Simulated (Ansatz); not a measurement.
Consider the isomerisation: `N[Si]1([SiH3])CC1` → `CC1[SiH2]N1[SiH3]`.

Program: Ansatz. Geometries: PBE0-D4/def2-TZVP. ΔE: electronic, gas phase. CCSD(T)/CBS is the MP2 limit (def2-TZVPP, def2-QZVPP) plus CCSD(T) − MP2 in def2-TZVPP, frozen cores. Functionals use def2-TZVPP. B3LYP here is the variant with VWN-RPA as its local correlation; programs differ in this. Each species was taken in one conformer, which may not be the lowest.

Question: Is it downhill or uphill in electronic energy at CCSD(T)/CBS, and by how much? (An estimate is asked.)

Answer: Ansatz gave: Uphill: ΔE = +3.4 kcal/mol.

Question: What do these levels give: PBE-D4, B3LYP-D4, r2SCAN, HF/def2-TZVPP, HF/def2-QZVPP, CCSD/CBS(def2)? (An estimate is asked.)

Answer: The calculation gave: PBE-D4 7.5, B3LYP-D4 2.8, r2SCAN 5.8, HF/def2-TZVPP -1.6, HF/def2-QZVPP -2.0, CCSD/CBS(def2) 2.9 kcal/mol.

Largest T1 diagnostic among the species: 0.012.

From PBE to PBE0 (25 % exact exchange), in def2-TZVPP and without D4, ΔE moves by −0.8 kcal/mol. In def2-TZVPP, CCSD(T) changes the Hartree–Fock value by +4.6 kcal/mol (the triples alone add +0.4 kcal/mol) and MP2 by +3.5 kcal/mol.
